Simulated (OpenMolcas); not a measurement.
O I: effect of the IPEA shift

```
Program             : OpenMolcas
Basis               : ANO-RCC-VTZP [4s3p2d1f]
Scalar Hamiltonian  : DKH2, point nucleus
Active space        : 6 electrons in 9 orbitals (RAS2 2s 2p; RAS3 3d, at most 2 electrons)
State averaging     : 2S+1 = 3 even, 3 roots; 2S+1 = 1 even, 6 roots
Spin-orbit coupling : state interaction with AMFI integrals over the reference wave functions, term energies averaged over their components
```

Methods on the same reference wave functions:
A. RASSCF
B. SS-RASPT2, IPEA 0 Eh, imaginary shift 0.1 Eh (closed shells correlated: 1s)
C. SS-RASPT2, IPEA 0.25 Eh, imaginary shift 0.1 Eh (closed shells correlated: 1s)

Energies in cm-1 above 2s2 2p4 3P2, the measured ground level; measured values from NIST Handbook of Basic Atomic Spectroscopic Data.

| Level | A | B | C | Measured |
| --- | --- | --- | --- | --- |
| 2s2 2p4 3P2 | 0.0 | 0.0 | 0.0 | 0.0 |
| 2s2 2p4 3P1 | 148 | 148 | 148 | 158 |
| 2s2 2p4 3P0 | 221 | 221 | 221 | 227 |
| 2s2 2p4 1D2 | 17228 | 16010 | 16020 | 15868 |
| 2s2 2p4 1S0 | 36352 | 33920 | 34080 | 33793 |

Deviations, from unrounded energies. A percentage is the sum of absolute deviations over the sum of measured energies, with the sign that they share, or ± where signs differ.

| Against measurement | Levels | A | B | C |
| --- | --- | --- | --- | --- |
| mean absolute deviation (cm-1) | 4 | 980 | 72 | 110 |
| fine structure of the ground term (%) | 2 | -4.1 | -4.1 | -4.1 |
| other terms of the ground configuration (%) | 2 | +7.9 | +0.5 | +0.9 |

B lies closest to measurement on these levels and A furthest from it. The largest miss of B in the table is 2s2 2p4 1D2, by +140 cm-1. The ranking rests on the paired levels alone, and a cruder setting can come out closer through cancelling errors.

Between B and C the level of the table that moves most is 2s2 2p4 1S0, by 160 cm-1 (lowest in B, highest in C). Moves below CASPT2's spread within the term are not significant.

From A to B the spin-free energies of the other terms of 2s2 2p4 shown, above 3P, scale by a factor of 0.93.

The lowest spin-free term lies below A's lowest term by 0.097 hartree in B, 0.095 hartree in C.

CASPT2 breaks the degeneracy within a term, and the mean is taken; among the terms shown or strongly mixed into the levels shown the widest spread is 28 cm-1 (2s2 2p4 1D, C). Active for correlation alone: 3d; no level in the range computed is led by a configuration that fills it, so any true level of that kind is missing. Without dynamic correlation excited terms often stand tens of per cent too high (terms of higher spin than the ground term too low), and those without a measured partner can miss by more than the paired ones (holds for A). Measured partners are found by configuration, term and J. A level has none where our copy of the source lacks it or the pairing is in doubt (some pairs that miss far off the trend of their configuration count as doubtful), and it then counts in no deviation. Only configurations of the active space appear.
